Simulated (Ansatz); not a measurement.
Breaking a bond: Sn(Me)4, SMILES [CH3][Sn]([CH3])([CH3])[CH3]. The C1–H17 bond (C1 also carries H, H, Sn; H17 carries nothing else) is varied alone, starting from the PBE0/def2-SVP, def2 effective core potentials past Kr optimised geometry.

- RKS-PBE = restricted PBE/def2-SVP, def2 effective core potentials past Kr (Ansatz, an electronic-structure program)
- UKS-PBE = unrestricted PBE/def2-SVP, def2 effective core potentials past Kr (Ansatz)
- UKS-B3LYP = unrestricted B3LYP/def2-SVP, def2 effective core potentials past Kr (Ansatz)
- UKS-PBE0 = unrestricted PBE0/def2-SVP, def2 effective core potentials past Kr in Ansatz

Energies relative to the lowest point of each curve near equilibrium, in eV; the last columns give the difference from UKS-PBE0:

| R / Å | RKS-PBE | UKS-PBE | UKS-B3LYP | UKS-PBE0 | RKS-PBE − UKS-PBE0 | UKS-PBE − UKS-PBE0 | UKS-B3LYP − UKS-PBE0 |
|---|---|---|---|---|---|---|---|
| 0.91 | 0.943 | 0.943 | 0.893 | 0.902 | 0.042 | 0.042 | -0.009 |
| 0.97 | 0.402 | 0.402 | 0.369 | 0.371 | 0.030 | 0.030 | -0.003 |
| 1.02 | 0.146 | 0.146 | 0.127 | 0.127 | 0.020 | 0.020 | 0.000 |
| 1.08 | 0.012 | 0.012 | 0.007 | 0.007 | 0.005 | 0.005 | 0.000 |
| 1.10 | 0.000 | 0.000 | 0.000 | 0.000 | 0.000 | 0.000 | 0.000 |
| 1.14 | 0.015 | 0.015 | 0.024 | 0.025 | -0.011 | -0.011 | -0.002 |
| 1.17 | 0.054 | 0.054 | 0.070 | 0.073 | -0.019 | -0.019 | -0.003 |
| 1.23 | 0.190 | 0.190 | 0.217 | 0.226 | -0.036 | -0.036 | -0.008 |
| 1.33 | 0.528 | 0.528 | 0.575 | 0.595 | -0.067 | -0.067 | -0.020 |
| 1.44 | 0.987 | 0.987 | 1.053 | 1.090 | -0.103 | -0.103 | -0.037 |
| 1.62 | 1.790 | 1.790 | 1.884 | 1.955 | -0.165 | -0.165 | -0.071 |
| 1.81 | 2.595 | 2.595 | 2.719 | 2.828 | -0.233 | -0.233 | -0.109 |
| 2.04 | 3.438 | 3.438 | 3.600 | 3.749 | -0.310 | -0.310 | -0.149 |
| 2.29 | 4.180 | 4.154 | 4.236 | 4.343 | -0.163 | -0.188 | -0.107 |
| 2.71 | 5.072 | 4.669 | 4.695 | 4.728 | 0.344 | -0.059 | -0.033 |
| 3.21 | 5.716 | 4.829 | 4.861 | 4.850 | 0.866 | -0.021 | 0.011 |

RKS-PBE is furthest from UKS-PBE0 at 3.21 (0.866 eV, above); its mean absolute difference over the points is 0.151 eV.

UKS-PBE is furthest from UKS-PBE0 at 2.04 (-0.310 eV, below); its mean absolute difference over the points is 0.082 eV.

UKS-B3LYP is furthest from UKS-PBE0 at 2.04 (-0.149 eV, below); its mean absolute difference over the points is 0.035 eV.

The restricted form behind RKS-PBE keeps the bonding electrons paired and can't separate into open-shell fragments. The unrestricted determinant behind UKS-PBE is spin-contaminated at 2.29 to 3.21 Å (<S²> up to 1.0, against 0.00 for a pure singlet). The unrestricted determinant behind UKS-B3LYP, UKS-PBE0 is spin-contaminated at 2.04 to 3.21 Å (<S²> up to 1.0, against 0.00 for a pure singlet).
